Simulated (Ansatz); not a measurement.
Consider the ligand exchange at a Ga–C bond: `C=[C]([SiH3])[GaH2]` + `[SiH3]N[SiH3]` → `[SiH3][N]([SiH3])[GaH2]` + `C=C[SiH3]`.

Program: Ansatz. Geometries: PBE0-D4/def2-TZVP. ΔE: electronic, gas phase. CBS: MP2 limit from def2 TZ/QZ plus the TZ coupled-cluster correction, frozen cores. This one scheme is used for every species. Functionals use def2-TZVPP. For Ga outer-core shells are correlated without core-valence functions, which leaves a few kJ/mol of doubt a bond. Scalar relativity is left out up to krypton.

`C=[C]([SiH3])[GaH2]`:

Cartesian coordinates in Å:
```
C -1.256 0.254 -0.931
C -0.154 0.009 -0.209
Si -0.100 0.424 1.601
Ga 1.359 -0.798 -1.164
H -1.322 0.023 -1.995
H -2.154 0.699 -0.501
H 0.994 1.395 1.878
H 0.178 -0.797 2.406
H -1.395 1.013 2.045
H 1.143 -1.083 -2.695
H 2.706 -1.139 -0.436
```

`[SiH3]N[SiH3]`:

Cartesian coordinates in Å:
```
Si 0.329 1.197 0.946
N -0.079 -0.412 0.474
Si -0.309 -1.051 -1.112
H 0.219 2.054 -0.260
H 1.713 1.301 1.489
H -0.594 1.691 2.004
H -0.136 -1.084 1.227
H -0.336 0.095 -2.053
H -1.588 -1.807 -1.200
H 0.781 -1.984 -1.516
```

`[SiH3][N]([SiH3])[GaH2]`:

```xyz
12

Si    0.128   -1.383   -0.924
N    -0.114    0.010    0.082
Si    1.066    1.282    0.058
Ga   -1.612    0.136    1.168
H    -1.023   -2.309   -0.767
H     0.245   -0.989   -2.356
H     1.381   -2.098   -0.554
H     0.661    2.345    1.013
H     2.410    0.767    0.443
H     1.187    1.872   -1.304
H    -2.605   -1.064    1.110
H    -1.726    1.431    2.031
```

`C=C[SiH3]`:

Z-matrix (Å, degrees):
```
Si
C 1 1.859
H 1 1.488 2 110.8
H 1 1.487 2 109.0 3 -120.3
H 1 1.488 2 110.8 3 119.3
C 2 1.330 1 123.1 3 120.2
H 2 1.089 1 118.8 3 -59.8
H 6 1.087 2 122.2 1 -180.0
H 6 1.087 2 121.7 1 0.0
```

```tsv
level	ΔE (kcal/mol)	difference from CCSD(T)/CBS
CAM-B3LYP-D4	-14.5	0.4
ωB97M-V	-14.2	0.7
PBE0	-13.4	1.5
r2SCANh	-14.5	0.4
CAM-B3LYP	-14.0	0.9
MP2/def2-SVP	-16.3	-1.4
SCS-MP2/def2-TZVPP	-15.2	-0.3
CCSD/def2-TZVPP	-15.0	-0.1
SCS-MP2/def2-QZVPP	-15.0	-0.1
CCSD/CBS(def2)	-14.6	0.3
CCSD(T)/CBS	-14.9	0
```

Largest T1 diagnostic among the species: 0.014.

In def2-TZVPP, CCSD(T) changes the Hartree–Fock value by −1.8 kcal/mol (the triples alone add −0.3 kcal/mol) and MP2 by −1.6 kcal/mol. At CCSD(T), def2-SVP lies −2.0 kcal/mol from the extrapolated value and def2-TZVPP −0.4 kcal/mol. Leaving LDA and LC-ωPBE aside and taking each functional with its dispersion term where it has one, the values, not all of them listed here, spread over 1.0 kcal/mol, from r2SCAN-D4 to PBE0-D4. LDA lies −1.1 kcal/mol from PBE without D4.

CCSD(T)/CBS has its own doubt, a few kJ/mol and more with outer-core shells, so smaller differences from it don't rank the levels.
